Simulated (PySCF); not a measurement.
Order these species by their calculated properties.

Each SMILES stands for a single optimised conformer of the isolated species, non-relativistic unless stated. Electronic properties by PySCF.

Dipoles, sizes and rotational constants follow the conformer. The torsions of the flexible species, by atom-mapped SMILES:
- `[CH3:1][S:2][c:3]1[cH:4][cH:5][o:6][cH:7]1`: C1–S2–C3–C4 180°
- `[CH3:1][SiH2:2][S:3][Si@@H:4]([CH3:5])[PH2:6]`: C1–Si2–S3–Si4 163°, Si2–S3–Si4–C5 38°, H–P6–Si4–S3 54°, H–P6–Si4–S3 147°
- `[CH3:1][CH2:2][C:3](=[O:4])[C:5]([F:6])([F:7])[F:8]`: C1–C2–C3–O4 0°, C2–C3–C5–F6 180°
- `[CH3:1][CH2:2][P+:3]1([CH3:4])[CH2:5][CH2:6]1`: C1–C2–P3–C4 58°
- `[H]/[N:1]=[CH:2]\[SiH:3]([NH2:4])[NH2:5]`: N1–C2–Si3–N4 11°, H–N4–Si3–C2 -169°, H–N4–Si3–C2 54°, H–N5–Si3–C2 49°, H–N5–Si3–C2 -172°
- `[CH3:1][C@@:2]([F:3])([CH2:4][F:5])[C:6](=[O:7])[F:8]`: C1–C2–C4–F5 167°, C1–C2–C6–O7 113°

Problem. Rank by HOMO energy, lowest first (wB97X-D/def2-SVPD at GFN2-xTB geometries).
A. `CCC(=O)C(F)(F)F`
B. `CC[P+]1(C)CC1`
C. `C[SiH2]S[Si@@H](C)P`
D. `c1c(SC)coc1`

Solution. B (-15.22 eV), A (-10.37 eV), C (-8.86 eV), D (-7.82 eV).

Problem. Rank by HOMO–LUMO gap, highest first (wB97X-D/def2-SVPD at GFN2-xTB geometries).
A. `CCC(=O)C(F)(F)F`
B. `CSc1ccoc1`
C. `CC[P+]1(C)CC1`
D. `C1CC[PH2+]CC1`

Solution. D (12.86 eV), C (12.65 eV), A (10.56 eV), B (9.71 eV).

Problem. By how much do the two ends of that ranking differ?

Solution. By 3.15 eV, between `C1CC[PH2+]CC1` and `CSc1ccoc1`.

Problem. Rank by smallest rotational constant, highest first (GFN2-xTB).
A. `CC[P+]1(C)CC1`
B. `[Si@H](C)(P)S[SiH2]C`
C. `C[C@@H]1[C@H](C)[P@H+]1C`
D. `[H]/N=C\[SiH](N)N`

Solution. D (2.281 GHz), A (1.733 GHz), C (1.615 GHz), B (0.587 GHz).

Problem. By how much do the two ends of that ranking differ?

Solution. By 1.694 GHz, between `[H]/N=C\[SiH](N)N` and `C[SiH2]S[Si@@H](C)P`.

Problem. Rank by electronic spatial extent ⟨r²⟩ about the centre of nuclear charge, highest first (wB97X-D/def2-SVPD at GFN2-xTB geometries).
A. `CC[P+]1(C)CC1`
B. `CSc1ccoc1`
C. `C1CC[PH2+]CC1`
D. `C[C@@](F)(CF)C(=O)F`

Solution. B (942 bohr²), D (849 bohr²), A (806 bohr²), C (708 bohr²).

Problem. By how much do the two ends of that ranking differ?

Solution. By 234 bohr², between `CSc1ccoc1` and `C1CC[PH2+]CC1`.

Problem. Rank by lowest singlet excitation, lowest first (TDDFT wB97X-D/def2-SVPD at GFN2-xTB geometries).
A. `C1[PH2+]CCCC1`
B. `CCC(=O)C(F)(F)F`
C. `CSc1ccoc1`
D. `C[C@@](F)(CF)C(=O)F`

Solution. B (4.42 eV), C (5.35 eV), D (6.08 eV), A (8.70 eV).

Problem. Rank by static isotropic polarisability, lowest first (wB97X-D/def2-SVPD at GFN2-xTB geometries).
A. `CSC1=COC=C1`
B. `C[C@@](F)(CF)C(=O)F`
C. `C1CCC[PH2+]C1`
D. `C[SiH2]S[Si@@H](C)P`
E. `CC[P+]1(C)CC1`

Solution. B (53.2 au), C (71.8 au), E (75.7 au), A (79.4 au), D (127.5 au).
